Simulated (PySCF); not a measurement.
The vertical singlet excitations below were computed for one of the candidates. Theory: TDDFT wB97X-D/def2-SVPD, vertical, gas phase, core orbitals frozen in the response in PySCF. Geometries: GFN2-xTB, one conformer each.

```
state  E (eV)  λ (nm)       f
   S1    5.61   221.0   0.310
   S2    6.47   191.7  0.0011
   S3    6.83   181.6  0.0014
   S4    7.07   175.3   0.056
   S5    7.46   166.1   0.012
   S6    7.57   163.8  0.0023
   S7    7.87   157.5  0.0029
   S8    7.97   155.6   0.013
```

Triplets computed (Tamm–Dancoff): 3.60, 6.09, 6.21 eV.

Question: Which structure fits? All have the formula C4H6FNSi.
A. `C/C(=C\F)[SiH2]C#N`
B. `N#CC1(F)C[SiH2]C1`
C. `N#CC/C(F)=C\[SiH3]`
D. `N#C/C=C\[C@H](F)[SiH3]`
E. `C/C(=C/F)[SiH2]C#N`

Answer: D. Its S1, at 5.61 eV, is the lowest among the candidates; the nearest of the others has S1 at 6.67 eV. S1 is HOMO→LUMO (95%). Löwdin shares by element: HOMO carbon 54% or more, nitrogen 14% (atoms not listed hold the other 32%); LUMO carbon 63% or more, nitrogen 14% (atoms not listed hold the other 22%). At the same level the other candidates give, for their lowest levels:
- `N#CC1(F)C[SiH2]C1`: 7.20 eV (f 0.000); 7.61 eV (f 0.004); 7.71 eV (f 0.136); 7.72 eV (f 0.013); 7.84 eV (f 0.018); T1 6.39 eV; HOMO -10.82, LUMO 1.26 eV
- `N#CC/C(F)=C\[SiH3]`: 6.71 eV (f 0.297); 7.38 eV (f 0.009); 7.61 eV (f 0.004); 7.70 eV (f 0.003); 7.79 eV (f 0.007); T1 4.25 eV; HOMO -9.98, LUMO 0.77 eV
- `C/C(=C\F)[SiH2]C#N`: 6.79 eV (f 0.030); 7.11 eV (f 0.250); 7.20 eV (f 0.059); 7.28 eV (f 0.056); 7.52 eV (f 0.002); T1 4.45 eV; HOMO -9.87, LUMO 1.00 eV
- `C/C(=C/F)[SiH2]C#N`: 6.67 eV (f 0.217); 6.97 eV (f 0.014); 7.24 eV (f 0.001); 7.28 eV (f 0.036); 7.46 eV (f 0.004); T1 4.29 eV; HOMO -9.76, LUMO 0.90 eV

Conformer computed: `[N:1]#[C:2]/[CH:3]=[CH:4]\[C@H:5]([F:6])[SiH3:7]`: C3–C4–C5–F6 -160°.
